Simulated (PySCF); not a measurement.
CH₆Sn, SMILES [SnH3][CH3]. Geometry: PBE0-D3(BJ)/def2-TZVP. The def2 effective core potentials stand for the cores of Sn; spin–orbit coupling is left out.

Level of theory: PBE0-D3(BJ)/def2-TZVP in PySCF 2.14.0.

Harmonic wavenumbers (cm⁻¹): 112, 408, 408, 536, 698, 727, 727, 796, 796, 1229, 1456, 1456, 1937, 1937, 1938, 3070, 3166, 3166. Rotational constants (GHz): 46.09, 6.893, 6.893; symmetry number 3.

Task: Work out the zero-point energy and the ideal-gas rigid-rotor harmonic-oscillator thermochemistry at 298.15 K and 1 atm.

Result: ZPE = ½ Σ hcν = ½ × 24563 cm⁻¹ = 35.11 kcal/mol. H − E(el) = 38.75 kcal/mol. Entropy in cal/(mol K): translation 40.65, rotation 20.33, vibration 7.03, total 68.00. G − E(el) = 18.48 kcal/mol. Cp = 18.08 cal/(mol K). Modes under 150 cm⁻¹ make the vibrational entropy uncertain.
